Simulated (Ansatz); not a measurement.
The multiplicity is imposed and other spin states were not computed.

Species: [Hf(F)3(N(CH3)2)] (charge 0, multiplicity 1).

Task: Give a relaxed geometry from PBE-D3(BJ)/def2-SVP (Ansatz, an electronic-structure program).

Result: This is not unique; one that fits is the end point of this relaxation, one of several conformers.
Z-matrix (Å, degrees):
```
N
C 1 1.4541
H 2 1.1107 1 110.92
H 2 1.1159 3 107.12 1 122.08
H 2 1.1161 3 107.57 4 115.19
C 1 1.4541 2 114.09 3 179.53
H 6 1.1107 1 110.91 2 -179.52
H 6 1.1159 7 107.12 1 -122.08
H 6 1.1161 7 107.57 8 -115.19
Hf 1 2.0259 2 122.84 3 -5.93
F 10 1.9299 1 107.05 2 30.25
F 10 1.9299 11 116.35 3 -139.99
F 10 1.9329 11 109.59 3 95.02
```
